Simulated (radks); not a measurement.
Results of a calculation; reference values are marked as such.
Kr, 36 electrons, occupied as [Kr] (the NIST ground configuration).

Level of theory: non-relativistic Kohn-Sham, LDA (Slater exchange, Perdew-Wang correlation), spin-polarised, spherical densities, point nucleus; hard spherical wall at 2.5 bohr (a radial shooting solver on a logarithmic mesh with Libxc functionals).

Energy parts (hartree):
| part | energy |
|---|---|
| total | -2746.62051 |
| kinetic | 2762.08940 |
| electron-nucleus | -6621.61371 |
| Hartree | 1206.12201 |
| exchange-correlation | -93.21822 |

Orbitals (lengths in bohr, moments of r in powers of bohr; <r^-3> diverges for s and p1/2):
| orbital | occ. | eigenvalue (hartree) | <r^-3> |
|---|---|---|---|
| 1s | 2 | -508.7904 | - |
| 2s | 2 | -65.18407 | - |
| 2p | 6 | -58.90308 | 1386 |
| 3s | 2 | -8.29231 | - |
| 3p | 6 | -6.06572 | 202.2 |
| 3d | 10 | -2.06337 | 26.36 |
| 4s | 2 | 0.06593 | - |
| 4p | 6 | 0.67838 | 31.45 |
| 4d | 0 | 1.75985 | 5.160 |
| 5s | 0 | 3.80463 | - |
| 5p | 0 | 4.40709 | 57.05 |

The highest occupied level is 4p at 18.460 eV. The density falls to 0.001 e/bohr^3 at r = 2.43 bohr.
